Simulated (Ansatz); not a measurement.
`Cl[BH][GaH2]` + `N=C=O` → `O=C=NBCl` + `[GaH3]` at 500 K and 1 bar (cleavage of the B–Ga bond).

Calculated with Ansatz (gas phase, PBE0-D4/def2-TZVP geometries, no zero-point term in ΔE). CBS: MP2 limit from def2 TZ/QZ plus the TZ coupled-cluster correction, frozen cores. This one scheme is used for every species. For Ga outer-core shells are correlated without core-valence functions, which leaves a few kJ/mol of doubt a bond. Scalar relativity is left out up to krypton. Each species was taken in one conformer, which may not be the lowest.

```tsv
species	CCSD(T)/CBS energy (Eh)	H − E (kJ/mol)	S (J/(mol·K))
`Cl[BH][GaH2]`	-2410.30850	102.6	357.3
`N=C=O`	-168.51995	77.7	264.2
`O=C=NBCl`	-653.16741	106.1	357.6
`[GaH3]`	-1925.70545	69.3	243.1
```

H − E and S are ideal-gas, rigid-rotor, harmonic terms from PBE0-D4/def2-TZVP, for one conformer and one mirror image of each species. 1 Eh = 2625.50 kJ/mol, R = 8.31446 J/(mol·K).

**Question.** By hand: ΔE, ΔH, ΔS and ΔG.

**Answer.** ΔE = (-653.16741) + (-1925.70545) − (-2410.30850) − (-168.51995) = -0.04441 Eh = -116.6 kJ/mol. Δ(H − E) = 106.1 + 69.3 − 102.6 − 77.7 = -4.9, so ΔH = -121.5 kJ/mol. ΔS = 357.6 + 243.1 − 357.3 − 264.2 = -20.8 J/(mol·K). ΔG = -121.5 − 500 × (-20.8)/1000 = -111.1 kJ/mol.

**Question.** By hand: the equilibrium constant, and the temperature at which ΔG would vanish if ΔH and ΔS stayed fixed.

**Answer.** log₁₀ K = −ΔG/(RT ln 10) = 11.6. ΔG = 0 at ΔH/ΔS = 5841 K, far beyond where these terms or the molecules hold.

ΔH outweighs TΔS. A doubt of 5 kJ/mol in ΔE shifts log₁₀ K by 0.5 here. Other conformers and mirror images would add mixing entropy, several J/(mol·K) or more a flexible species. Modes under 60 cm⁻¹, often nearly free rotors, make the harmonic entropy too high. These are equilibria of isolated gas molecules and say nothing of rates. Largest T1 diagnostic: 0.018 (customary marks: 0.02 for closed shells, 0.045 for open ones).
